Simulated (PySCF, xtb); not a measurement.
3-bromo-1-chloro-1-fluoropropa-1,2-diene (C3HBrClF), SMILES C(Cl)(=C=CBr)F.

GFN2-xTB (xtb) at its own geometry gives an orbital gap of 4.01 eV and a dipole moment of 2.34 D.

Coordinates come from a r2SCAN-D4/def2-SVP optimisation.

What does PySCF with r2SCAN/def2-TZVP give? (Estimate from the structure and the level; the computed values follow.)

gap 4.56 eV (levels -6.84 and -2.28 eV), dipole 1.08 D.
